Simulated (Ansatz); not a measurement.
```yaml
crystal:
  periodic: [false, false, false]
  atoms:
    - {symbol: O, position_ang: [-2.054763, 0.351721, 1.488155]}
    - {symbol: Ga, position_ang: [-0.695045, -0.660789, 1.307902]}
    - {symbol: B, position_ang: [0.379972, -0.366722, -0.880795]}
    - {symbol: B, position_ang: [1.324979, 0.653283, -1.091276]}
    - {symbol: F, position_ang: [0.800979, 1.512013, -1.950829]}
    - {symbol: H, position_ang: [-2.780191, 0.407947, 0.534793]}
    - {symbol: H, position_ang: [0.134690, -1.006619, 2.933634]}
    - {symbol: H, position_ang: [0.020689, -1.638013, -1.381175]}
    - {symbol: H, position_ang: [2.565520, 0.516508, -1.119539]}
basis:
  gaussian: {orbitals: ANO-RCC-VTZP}
total_charge: -2
hamiltonian: {xc: {name: SPW92}, pseudopotentials: {relativity: scalar}}
scf: {lower_state_search: light}
```

```sh
$ ansatz run in.yaml --threads 4 --pin off --events-out ev --progress --plain --max-ram 10444MiB
```

It prints (some lines left out):

```
Functional definition: SPW92
1645 factors; their error is unknown
mean field evaluation 1: about -58904.5006 eV, gradient 1.5e2 eV
mean field evaluation 2: about -58750.7749 eV, gradient 2.8e2 eV
mean field evaluation 4: about -58906.6278 eV, gradient 9.9e1 eV
mean field evaluation 8: about -58943.3903 eV, gradient 2.0e1 eV
mean field evaluation 16: about -58944.6032 eV, gradient 1.2e1 eV
mean field evaluation 32: about -58941.7342 eV, gradient 1.5e1 eV
mean field evaluation 64: about -58944.4905 eV, gradient 4.8e0 eV
mean field -58945.74162035 eV, -2166.2160496891 hartree, gradient 2.2e-5 eV, S^2 0.000000; 8 other end points of the search recorded, 0 dependent functions left out
reference -58945.74166744 eV, -2166.2160514196 hartree; 32, 32 occupied and 187, 187 virtual orbitals, 1645 factors
Total energy: -58945.74166744 eV, -2166.2160514196 hartree
Relativity: scalar
```

Problem. Something in this input is off. What?

Solution. The charge is far from anything that the molecule holds. The run converged. The result belongs to that input, not to the molecule as meant.
